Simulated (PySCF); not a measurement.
Computed shifts of a molecule H8N2Si3, PySCF with B3LYP/pcSseg-1, GIAO, gas phase, atoms alike by connectivity averaged where their shifts nearly agree, in ppm (number of nuclei): ¹⁵N: 26.3 (1), 9.3 (1). ²⁹Si: -7.9 (1), -16.3 (2). ¹H: 5.70 (1), 5.70 (1), 5.69 (1), 5.56 (1), 5.54 (1), 0.45 (1), 0.32 (1), 0.25 (1). References: ¹⁵N against NH3 (σ = 265.5 ppm); ²⁹Si against TMS (σ = 338.7 ppm); ¹H against TMS (σ = 31.68 ppm), references at their B3LYP-D3(BJ)/def2-TZVP geometries, non-relativistic. Coordinates come from a B3LYP-D3(BJ)/def2-SVP optimisation. One conformer was computed; it need not be the lowest.

Problem. Pick the molecule that these values belong to.
(A) [SiH3][SiH]1N[SiH2]N1
(B) [SiH3]N1[SiH2]N[SiH2]1
(C) N[Si@@H]1N[SiH2][SiH2]1
(D) N[SiH]1[SiH2]N[SiH2]1

Solution. D, N[SiH]1[SiH2]N[SiH2]1
